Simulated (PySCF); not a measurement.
Species: CH10GeSi2.
Structure used (PBE0-D3(BJ)/def2-SVP), in Å, numbered top down from 1:
```xyz
14
CH10GeSi2 angstrom
C      1.8148    1.2620    0.1508
Ge     1.3171   -0.5618    0.6611
Si    -0.5678   -1.2809   -0.6152
Si    -2.3541    0.1921   -0.2415
H      2.0904    1.3000   -0.9127
H      2.6724    1.6033    0.7485
H      0.9739    1.9499    0.3199
H      0.9521   -0.5986    2.1609
H      2.5121   -1.5135    0.4389
H     -0.9730   -2.6714   -0.2359
H     -0.2208   -1.2731   -2.0730
H     -1.9255    1.5871   -0.5748
H     -2.7443    0.1536    1.2022
H     -3.5486   -0.1497   -1.0735
```

Method used: PySCF 2.14.0, density-fitted response routines, TDDFT PBE0/def2-SVPD, vertical, gas phase, core orbitals frozen in the response. Relativistic effects, spin–orbit coupling among them, are left out although an element past zinc is present.

Ground-to-excited transition dipoles (e·a0, same axes as the geometry; the sign carries no meaning), for the states with f of 0.002 or more among the lowest 7:

```tsv
state	E (eV)	μx	μy	μz
S1	6.575	-0.785	0.177	-0.304
S2	6.715	0.603	-0.070	0.169
S3	6.983	0.183	-0.385	-0.245
S4	7.062	0.906	0.067	0.268
S5	7.179	-0.096	0.061	-0.199
S6	7.199	0.132	-0.145	0.025
S7	7.354	0.671	0.027	0.258
```

Q: What oscillator strength does each state have?

A: f = (2/3) ΔE |μ|² with ΔE in hartree (27.2114 eV).

| state | \|μ\|² (au) | \|μ\| (D) | f |
| --- | --- | --- | --- |
| S1 | 0.740 | 2.19 | 0.119 |
| S2 | 0.397 | 1.60 | 0.065 |
| S3 | 0.242 | 1.25 | 0.041 |
| S4 | 0.897 | 2.41 | 0.155 |
| S5 | 0.053 | 0.58 | 0.009 |
| S6 | 0.039 | 0.50 | 0.007 |
| S7 | 0.518 | 1.83 | 0.093 |

Q: Which bond between heavy atoms lies closest to the direction of the S4 transition dipole?

A: Ge2–Si3, at 22° from it; next Si3–Si4 at 50°.

Q: What angle do the transition dipoles of S1 and S3 make?

A: |cos θ| = |μa·μb| / (|μa| |μb|) = 0.33, so θ ≈ 71° (taken between 0 and 90°, since the signs are arbitrary).

Q: How is the summed strength of these states shared among x, y and z?

A: (2/3) Σ ΔE μα² gives 0.393 for x, 0.036 for y and 0.061 for z, 0.490 in all.

All these states lie below the vertical ionisation energy of 9.50 eV (ΔSCF).

On one thread of an Arm Neoverse V1 (shared host), this took 1.7 min of wall time.

One conformer stands for the species.
